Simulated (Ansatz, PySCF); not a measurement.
Mo(S)2(F)(Me) (CH3FMoS2), SMILES [CH3][Mo]([F])(=[S])=[S], multiplicity 1. Atoms are numbered in the order given.

```xyz
8

Mo    -0.2041    -0.0891    -0.0454
S      1.3768     0.0276    -1.4147
S      0.5064     0.3687     1.8712
F     -1.1892    -1.6385    -0.1455
C     -1.3886     1.5472    -0.5290
H     -0.8453     2.5017    -0.4862
H     -2.2237     1.5669     0.1917
H     -1.7636     1.3834    -1.5536
```

Geometry optimised at PBE0-D3(BJ)/def2-SVP. The multiplicity is an assumed one; no other spin state was optimised. The structure was generated by enumeration; whether it is a known compound was not checked. The def2 effective core potentials stand for the cores of Mo; spin–orbit coupling is left out.

Two levels are set side by side: PBE-D3(BJ)/def2-SVP (Ansatz, a first-principles code) and PBE0-D3(BJ)/def2-SVP (Ansatz). Each level has its own optimised geometry; the coordinates shown are those of the second. Frequencies come from the Hessian of PySCF at each geometry. Differences are taken from unrounded values.

```csv
quantity,PBE0-D3(BJ)
mean bond length (Å),1.630
bond Mo1–S2 (Å),2.095
bond Mo1–S3 (Å),2.095
bond Mo1–F4 (Å),1.839
bond Mo1–C5 (Å),2.077
bond C5–H6 (Å),1.099
bond C5–H7 (Å),1.103
bond C5–H8 (Å),1.103
highest harmonic wavenumber (cm⁻¹),3183
mean harmonic wavenumber (cm⁻¹),1010
zero-point energy (kcal/mol),25.98
```

### Question
What does PBE-D3(BJ) give, and how far is it from PBE0-D3(BJ)? (An estimate is asked for; the answer gives what the named calculation found.)

### Answer

```csv
quantity,PBE-D3(BJ),PBE-D3(BJ) minus PBE0-D3(BJ)
mean bond length (Å),1.645,0.015
bond Mo1–S2 (Å),2.121,0.026
bond Mo1–S3 (Å),2.121,0.026
bond Mo1–F4 (Å),1.854,0.015
bond Mo1–C5 (Å),2.088,0.011
bond C5–H6 (Å),1.108,0.008
bond C5–H7 (Å),1.112,0.008
bond C5–H8 (Å),1.112,0.008
highest harmonic wavenumber (cm⁻¹),3090,-93
mean harmonic wavenumber (cm⁻¹),974,-36
zero-point energy (kcal/mol),25.06,-0.92
```

GGA bonds tend to be longer and softer than those of functionals with exact exchange. Differences between two approximate levels are no errors against the true value.
